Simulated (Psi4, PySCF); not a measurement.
Input for PySCF:
```python
from pyscf import gto, scf, dft

mol = gto.Mole()
mol.atom = '''
    Cr   -0.000000   -0.000000   -0.000000
    O    -1.070771   -1.118354   -0.130168
    O    -0.057295    1.242586   -0.931078
    O     1.128066   -0.124232    1.061247
'''
mol.basis = '6-31g**'
mol.charge = 0
mol.spin = 0
mol.verbose = 4
mol.build()

mf = dft.RKS(mol)
mf.xc = 'bhandhlyp'
mf.grids.atom_grid = (99, 590)
mf.grids.prune = None
mf.kernel()
```

Problem. Write the same job for Psi4.

Solution. This is not unique; one that fits is 
```
memory 2 GB

molecule {
0 1
  Cr   -0.00000000   -0.00000000   -0.00000000
  O    -1.07077093   -1.11835431   -0.13016836
  O    -0.05729490    1.24258645   -0.93107827
  O     1.12806583   -0.12423215    1.06124663
}

set basis 6-31g**
set scf_type pk
set puream true
set d_convergence 1e-8
set dft_radial_points 99
set dft_spherical_points 590

energy('bhhlyp')
print_variables()
```

Both were run: PySCF gave -1269.757981 Eh and Psi4 -1269.757978 Eh, 0.003 mEh apart.
